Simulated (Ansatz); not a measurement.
Stepwise reaction of `[CH3][Sn]([CH3])([OH])[OH]` with water, as a gas-phase model of exchange steps in deposition or etching. ΔE in kJ/mol; ΔG adds harmonic PBE0-D4 terms to CCSD(T)/CBS, at 1 bar.

Gas-phase electronic energies from Ansatz, PBE0-D4/def2-TZVP geometries. CCSD(T)/CBS is the MP2 limit (def2-TZVPP, def2-QZVPP) plus CCSD(T) − MP2 in def2-TZVPP, frozen cores. This one scheme is used for every species. DFT in def2-TZVPP. B3LYP here is the variant with VWN-RPA as its local correlation; programs differ in this. def2 core potentials past Kr. For Sn outer-core shells are correlated without core-valence functions, which leaves a few kJ/mol of doubt a bond. Each species was taken in one conformer, which may not be the lowest.

```tsv
step	reaction	PBE-D4	B3LYP-D4	ωB97M-V	CCSD(T)/CBS	ΔG(400 K)
1	`[CH3][Sn]([CH3])([OH])[OH]` + H₂O → `[CH3][Sn]([OH])([OH])[OH]` + CH₄	-49.5	-53.7	-49.9	-46.0	-37.0
```

**Question.** Give the row of step 2, `[CH3][Sn]([OH])([OH])[OH]` + H₂O → `[OH][Sn]([OH])([OH])[OH]` + CH₄. (Best estimate.)

**Answer.** Computed: 
| step | reaction | PBE-D4 | B3LYP-D4 | ωB97M-V | CCSD(T)/CBS | ΔG(400 K) |
| --- | --- | --- | --- | --- | --- | --- |
| 2 | `[CH3][Sn]([OH])([OH])[OH]` + H₂O → `[OH][Sn]([OH])([OH])[OH]` + CH₄ | -29.0 | -32.9 | -29.9 | -27.4 | -20.5 |

**Question.** By hand: ΔE of the 2 steps together at CCSD(T)/CBS.

**Answer.** (-46.0) + (-27.4) = -73.4 kJ/mol, or -36.7 kJ/mol a step.

In ΔE each step is higher than the one before. All are downhill at CCSD(T)/CBS. ΔG lies between -37.0 and -20.5 kJ/mol a step. PBE-D4 differs from CCSD(T)/CBS by -3.5 to -1.6 kJ/mol a step. Only this route is followed, and other bonds may react first. Isolated molecules leave out the surface, adducts and barriers. Largest T1 diagnostic: 0.015.
